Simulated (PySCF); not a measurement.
C₃H₇BO, singlet, at a GFN2-xTB geometry. Base run: PySCF with B3LYP/6-31G.

PySCF was given this input:
```python
from pyscf import gto, scf, dft, solvent

mol = gto.M(
    atom='''
B    -0.236765    0.165862    0.356448
C    -1.720489    0.149221    0.941296
H    -2.038067   -0.868306    1.161223
H    -2.428306    0.537550    0.211371
H    -1.835835    0.733452    1.853479
C     0.089258   -0.626135   -0.958431
C     1.284873   -0.648356   -1.537082
H    -0.710771   -1.189683   -1.427059
H     1.490525   -1.197987   -2.443551
H     2.111990   -0.104366   -1.110876
O     0.765410    0.836992    0.944194
H     0.549161    1.315711    1.744923
''',
    basis='6-31g',
    charge=0,
    spin=0,
    verbose=4,
)

mf = dft.RKS(mol)
mf.xc = 'b3lyp'
mf.kernel()
```

The base run was repeated with changes; each row names its change, and settings that it needs were set with it.

```csv
change,ΔE vs base (kcal/mol),dipole (D),HOMO-LUMO gap (eV)
base,0.000,1.42,6.62
model = IEF-PCM; solvent = chloroform,-3.45,1.68,6.67
model = IEF-PCM; solvent = dichloromethane; r_probe = 0.5,-1.52,1.62,6.65
model = IEF-PCM; solvent = n-hexane,-1.70,1.54,6.65
model = IEF-PCM; solvent = dichloromethane; vdw_scale = 1.0,-7.89,1.81,6.71
model = IEF-PCM; solvent = dichloromethane; vdw_scale = 1.1,-5.71,1.77,6.70
model = ddCOSMO; solvent = dichloromethane,-3.03,1.70,6.68
model = IEF-PCM; solvent = dichloromethane; vdw_scale = 1.4,-2.31,1.66,6.66
model = C-PCM; solvent = dichloromethane,-4.48,1.75,6.69
model = IEF-PCM; solvent = methanol,-4.83,1.78,6.69
model = COSMO; solvent = dichloromethane,-4.22,1.73,6.68
model = SS(V)PE; solvent = dichloromethane,-4.11,1.72,6.68
```

The base is the gas phase, so ΔE is the electrostatic part of solvation at a fixed geometry, without cavity and dispersion terms.
